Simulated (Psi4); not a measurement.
C2H6ClInS2, singlet, at a GFN2-xTB geometry (such geometries of metal compounds can be far from the true shape) (core potentials on In); PBE0/def2-SV(P) (Psi4).

Input for Psi4:
```
memory 2 GB

molecule mol {
0 1
In   -0.057078    0.124769    0.237161
Cl    0.836257    0.209129    2.378157
S     1.099531   -1.332288   -1.370634
C     2.442292   -1.953436   -0.305016
H     3.059213   -1.128013    0.041539
H     3.030826   -2.618064   -0.930563
H     2.029535   -2.505070    0.536026
S    -2.060271    1.361256   -0.438796
C    -2.083623    0.897765   -2.210808
H    -1.317505    1.450848   -2.748485
H    -3.067445    1.176037   -2.576077
H    -1.934362   -0.174086   -2.326184
}

set {
  basis def2-sv(p)
  reference rks
}

energy('pbe0')
print_variables()
```

**Question.** What does Psi4 print? Leave out banner, timings and long lists.

**Answer.** 
```
   => Loading Basis Set <=

    Name: DEF2-SV(P)
    Role: ORBITAL
    Keyword: BASIS

    !!!  WARNING: ECP capability is in beta. Please check occupations closely.  !!!

         ---------------------------------------------------------
                                   SCF
               by Justin Turney, Rob Parrish, Andy Simmonett
                          and Daniel G. A. Smith
                              RKS Reference
         ---------------------------------------------------------

  ==> Geometry <==

    Molecular point group: c1
    Full point group: C1

    Geometry (in Angstrom), charge = 0, multiplicity = 1:

       Center              X                  Y                   Z               Mass
    ------------   -----------------  -----------------  -----------------  -----------------
         IN          -0.049229331526     0.099839152243     0.178502630556   114.903878776000
         CL           0.844105668474     0.184199152243     2.319498630556    34.968852682000
         S            1.107379668474    -1.357217847757    -1.429292369444    31.972071174400
         C            2.450140668474    -1.978365847757    -0.363674369444    12.000000000000
         H            3.067061668474    -1.152942847757    -0.017119369444     1.007825032230
         H            3.038674668474    -2.642993847757    -0.989221369444     1.007825032230
         H            2.037383668474    -2.529999847757     0.477367630556     1.007825032230
         S           -2.052422331526     1.336326152243    -0.497454369444    31.972071174400
         C           -2.075774331526     0.872835152243    -2.269466369444    12.000000000000
         H           -1.309656331526     1.425918152243    -2.807143369444     1.007825032230
         H           -3.059596331526     1.151107152243    -2.634735369444     1.007825032230
         H           -1.926513331526    -0.199015847757    -2.384842369444     1.007825032230

  Running in c1 symmetry.

  Rotational constants: A =      0.04761  B =      0.03049  C =      0.01872 [cm^-1]
  Rotational constants: A =   1427.30178  B =    913.95602  C =    561.32380 [MHz]
  Nuclear repulsion =  558.391897976123005

  Charge       = 0
  Multiplicity = 1
  Electrons    = 88
  Nalpha       = 44
  Nbeta        = 44

  ==> Algorithm <==

  SCF Algorithm Type is DF.
  DIIS enabled.
  MOM disabled.
  Fractional occupation disabled.
  Guess Type is SAD.
  Energy threshold   = 1.00e-06
  Density threshold  = 1.00e-06
  Integral threshold = 1.00e-12

  ==> Primary Basis <==

  Basis Set: DEF2-SV(P)
    Blend: DEF2-SV(P)
    Number of shells: 58
    Number of basis functions: 120
    Number of Cartesian functions: 127
    Spherical Harmonics?: true
    Max angular momentum: 2

  Core potential: DEF2-SV(P)
    Number of shells: 4
    Number of ECP primitives: 18
    Number of ECP core electrons: 28
    Max angular momentum: 3

  ==> DFT Potential <==

   => LibXC <=

    Version 7.1.2
    S. Lehtola, C. Steigemann, M. J. T. Oliveira, and M. A. L. Marques,  SoftwareX 7, 1–5 (2018) (10.1016/j.softx.2017.11.002)

   => Composite Functional: PBE0 <=

    PBE0 Hyb-GGA Exchange-Correlation Functional

    C. Adamo and V. Barone,  J. Chem. Phys. 110, 6158 (1999) (10.1063/1.478522)
    M. Ernzerhof and G. E. Scuseria,  J. Chem. Phys. 110, 5029 (1999) (10.1063/1.478401)

    Deriv               =              1
    GGA                 =           TRUE
    Meta                =          FALSE

    Exchange Hybrid     =           TRUE
    MP2 Hybrid          =          FALSE

   => Exchange Functionals <=

    0.7500   Perdew, Burke & Ernzerhof

   => Exact (HF) Exchange <=

    0.2500               HF

   => Correlation Functionals <=

    1.0000   Perdew, Burke & Ernzerhof

   => LibXC Density Thresholds  <==

    XC_HYB_GGA_XC_PBEH:  1.00E-15

   => Molecular Quadrature <=

    Radial Scheme          =       TREUTLER
    Pruning Scheme         =           NONE
    Nuclear Scheme         =       TREUTLER

    Blocking Scheme        =         OCTREE
    BS radius alpha        =              1
    Pruning alpha          =              1
    Radial Points          =             75
    Spherical Points       =            302
    Total Points           =         256884
    Total Blocks           =           1968
    Max Points             =            256
    Max Functions          =            108
    Weights Tolerance      =       1.00E-15

   => Loading Basis Set <=

    Name: (DEF2-SV(P) AUX)
    Role: JKFIT
    Keyword: DF_BASIS_SCF

  ==> Integral Setup <==

  SCF_SUBTYPE=INCORE selected. In-core MEM_DF algorithm will be used.
  Using in-core AOs.

  ==> MemDFJK: Density-Fitted J/K Matrices <==

    J tasked:                   Yes
    K tasked:                   Yes
    wK tasked:                   No
    Algorithm:                 Core
    Schwarz Cutoff:           1E-12
    Mask sparsity (%):      10.1250
    Fitting Condition:        1E-10

   => Auxiliary Basis Set <=

  Basis Set: (DEF2-SV(P) AUX)
    Blend: DEF2-UNIVERSAL-JKFIT
    Number of shells: 246
    Number of basis functions: 860
    Number of Cartesian functions: 1072
    Spherical Harmonics?: true
    Max angular momentum: 5

  Minimum eigenvalue in the overlap matrix is 8.4262961434E-03.
  Reciprocal condition number of the overlap matrix is 1.6308942125E-03.
    Using symmetric orthogonalization.

  ==> Pre-Iterations <==

  SCF Guess: Superposition of Atomic Densities via on-the-fly atomic UHF (no occupation information).

   -------------------------
    Irrep   Nso     Nmo
   -------------------------
     A        120     120
   -------------------------
    Total     120     120
   -------------------------

  ==> Iterations <==

                           Total Energy        Delta E     RMS |[F,P]|

   @DF-RKS iter SAD: -1524.31875181280952   -1.52432e+03   0.00000e+00
   @DF-RKS iter   1: -1525.38495804752733   -1.06621e+00   5.94252e-03 DIIS/ADIIS
   @DF-RKS iter   2: -1525.35877608154533    2.61820e-02   5.99882e-03 DIIS/ADIIS
   @DF-RKS iter   3: -1525.64738519803814   -2.88609e-01   8.82806e-04 DIIS/ADIIS
   @DF-RKS iter   4: -1525.65369628518579   -6.31109e-03   1.25637e-04 DIIS/ADIIS
   @DF-RKS iter   5: -1525.65379692999795   -1.00645e-04   7.45744e-05 DIIS
   @DF-RKS iter   6: -1525.65385004590803   -5.31159e-05   1.28923e-05 DIIS
   @DF-RKS iter   7: -1525.65385141505499   -1.36915e-06   2.16586e-06 DIIS
   @DF-RKS iter   8: -1525.65385144532365   -3.02687e-08   1.10695e-06 DIIS
   @DF-RKS iter   9: -1525.65385145627420   -1.09505e-08   1.91770e-07 DIIS
  Energy and wave function converged.

  ==> Post-Iterations <==

   Electrons on quadrature grid:
      Ntotal   =   87.9999855526 ; deviation = -1.445e-05

    Orbital Energies [Eh]
    ---------------------

    Doubly Occupied:

[...]
    Virtual:

[...]
     120A     61.122828

    Final Occupation by Irrep:
              A
    DOCC [    44 ]
    NA   [    44 ]
    NB   [    44 ]

  @DF-RKS Final Energy: -1525.65385145627420

   => Energetics <=

    Nuclear Repulsion Energy =            558.3918979761230048
    One-Electron Energy =               -3289.8909935428173412
    Two-Electron Energy =                1288.3339601114939796
    DFT Exchange-Correlation Energy =     -82.4887160010738256
    Empirical Dispersion Energy =           0.0000000000000000
    VV10 Nonlocal Energy =                  0.0000000000000000
    Total Energy =                      -1525.6538514562741966

Computation Completed

Properties will be evaluated at   0.000000,   0.000000,   0.000000 [a0]

Properties computed using the SCF density matrix

 Multipole Moments:

 ------------------------------------------------------------------------------------
     Multipole            Electronic (a.u.)      Nuclear  (a.u.)        Total (a.u.)
 ------------------------------------------------------------------------------------

 L = 1.  Multiply by 2.5417464519 to convert [e a0] to [Debye]
 Dipole X            :         -4.1572613            4.3252993            0.1680380
 Dipole Y            :         10.4466898          -10.7475728           -0.3008830
 Dipole Z            :         21.6389452          -22.3034066           -0.6644614
 Magnitude           :                                                    0.7485161

 ------------------------------------------------------------------------------------

  Variable Map:
  ----------------------------------------------------------------------------
[...]
  Array Variable Map:
  ----------------------------------------------------------------------------
[...]
[...]
```
